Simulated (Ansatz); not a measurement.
CH₇Al₂NSi, relaxed with RKS PBE-D4/def2-SVP in the Gaussian-basis code of Ansatz from a rough embedded geometry. The force threshold is 0.03 eV/Å; the program also tests the step.

Charge 0, multiplicity 1. The bonds changed during the relaxation, so this is another structure than the one it started from.

Start:

```xyz
12

N     1.123    2.176    1.951
Al    0.766    0.431    1.392
Si    0.187    0.078   -0.835
C    -0.157   -1.714   -1.410
Al   -1.909   -1.129   -0.909
H     1.883    2.584    1.422
H     0.255    2.768    1.799
H     0.830   -0.817    2.380
H     0.081    1.177   -1.901
H     0.081   -1.861   -2.466
H     0.363   -2.411   -0.679
H    -3.503   -1.281   -0.745
```

Q: By how much does the energy fall, and how many steps does the optimiser take? (Estimate.)

A: The calculation gave: 1.34 eV, in 28 steps, 2 of them rejected.

Q: Which bonds change most? (An estimate is asked.)

A: Ansatz gave: Al5–H8 from 4.291 to 1.725 Å; Al2–Al5 from 3.857 to 2.585 Å; Si3–Al5 from 2.420 to 2.723 Å; N1–Al2 from 1.867 to 1.783 Å.

Q: Give the relaxed structure. (Best estimate.)

A: Computed: 
```xyz
12

N     0.863    2.070    1.893
Al    0.301    1.010    0.575
Si    0.856   -0.019   -1.519
C     0.075   -1.772   -1.238
Al   -1.271   -0.934   -0.085
H     1.569    2.804    1.791
H     0.487    2.078    2.845
H    -0.494   -0.492    1.391
H     0.028    0.638   -2.618
H    -0.364   -2.201   -2.161
H     0.790   -2.479   -0.779
H    -2.841   -0.704   -0.094
```
